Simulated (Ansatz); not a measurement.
`C[Te]CO` → `[CH2]` (triplet) + `OC[TeH]` at 400 K and 1 bar (formal loss of a carbene).

Calculated with Ansatz (gas phase, PBE0-D4/def2-TZVP geometries, no zero-point term in ΔE). CCSD(T)/CBS is the MP2 limit (def2-TZVPP, def2-QZVPP) plus CCSD(T) − MP2 in def2-TZVPP, frozen cores. This one scheme is used for every species. Triplets are unrestricted, without spin–orbit coupling. Elements past krypton have def2 core potentials. For Te outer-core shells are correlated without core-valence functions, which leaves a few kJ/mol of doubt a bond. Each species was taken in one conformer, which may not be the lowest.

```
          species  CCSD(T)/CBS energy (Eh)  H − E (kJ/mol)  S (J/(mol·K))
        `C[Te]CO`               -422.60075           236.8          373.7
`[CH2]` (triplet)                -39.09499            59.0          205.7
        `OC[TeH]`               -383.33372           150.6          328.0
```

H − E and S are ideal-gas, rigid-rotor, harmonic terms from PBE0-D4/def2-TZVP, for one conformer and one mirror image of each species, with the whole ground term of open shells counted as degenerate. 1 Eh = 2625.50 kJ/mol, R = 8.31446 J/(mol·K).

Problem. By hand: ΔE, ΔH, ΔS and ΔG.

Solution. ΔE = (-39.09499) + (-383.33372) − (-422.60075) = 0.17204 Eh = 451.7 kJ/mol. Δ(H − E) = 59.0 + 150.6 − 236.8 = -27.2, so ΔH = 424.5 kJ/mol. ΔS = 205.7 + 328.0 − 373.7 = 160.0 J/(mol·K). ΔG = 424.5 − 400 × (160.0)/1000 = 360.5 kJ/mol.

Problem. By hand: the equilibrium constant, and the temperature at which ΔG would vanish if ΔH and ΔS stayed fixed.

Solution. log₁₀ K = −ΔG/(RT ln 10) = -47.1. ΔG = 0 at ΔH/ΔS = 2653 K, far beyond where these terms or the molecules hold.

The number of gas molecules changes by +1, which sets the sign of ΔS. A doubt of 5 kJ/mol in ΔE shifts log₁₀ K by 0.7 here. Other conformers and mirror images would add mixing entropy, several J/(mol·K) or more a flexible species. A triplet takes part, so the spin changes. These are equilibria of isolated gas molecules and say nothing of rates. Largest T1 diagnostic: 0.011 (customary marks: 0.02 for closed shells, 0.045 for open ones).
